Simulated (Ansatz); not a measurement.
`FB1C=NC1`, relaxed with RKS PBE-D4/def2-SVP in Ansatz from a rough embedded geometry. The force threshold is 0.03 eV/Å; the program also tests the step.

Total charge 0; spin multiplicity 1.

Start:

```xyz
8

F     0.610    1.242    1.850
B     0.225    0.511    0.627
C     0.438    0.544   -0.955
N    -0.159   -0.577   -1.180
C    -0.519   -0.712    0.227
H     1.017    1.232   -1.612
H    -0.041   -1.627    0.639
H    -1.570   -0.613    0.403
```

| step | energy (eV) | largest force (eV/Å) | largest move (Å) |
| --- | --- | --- | --- |
| 1 | -6991.4127 | 5.020 | 0.000 |
| 2 | -6992.3022 | 2.595 | 0.117 |
| 3 | -6992.4497 | 0.968 | 0.091 |
| 4 (rejected) | -6992.4259 | 1.537 | 0.063 |
| 5 | -6992.4917 | 0.253 | 0.031 |
| 6 | -6992.5020 | 0.115 | 0.061 |
| 7 (rejected) | -6992.4551 | 1.827 | 0.147 |
| 8 | -6992.5084 | 0.195 | 0.062 |
| 9 | -6992.5129 | 0.542 | 0.073 |
| 10 | -6992.5185 | 0.283 | 0.012 |
| 11 | -6992.5238 | 0.145 | 0.029 |
| 12 | -6992.5278 | 0.097 | 0.044 |
| 13 (rejected) | -6992.5264 | 0.261 | 0.022 |
| 14 | -6992.5285 | 0.019 | 0.011 |

End:

```xyz
8

F     0.829    1.089    1.686
B     0.175    0.623    0.626
C     0.428    0.730   -0.910
N     0.128   -0.540   -1.017
C    -0.555   -0.755    0.325
H     0.893    1.305   -1.731
H    -0.245   -1.691    0.836
H    -1.653   -0.763    0.186
```

Hardware: 4 threads of a server CPU on a shared host. Wall time 14 s, peak host memory 0.16 GiB.
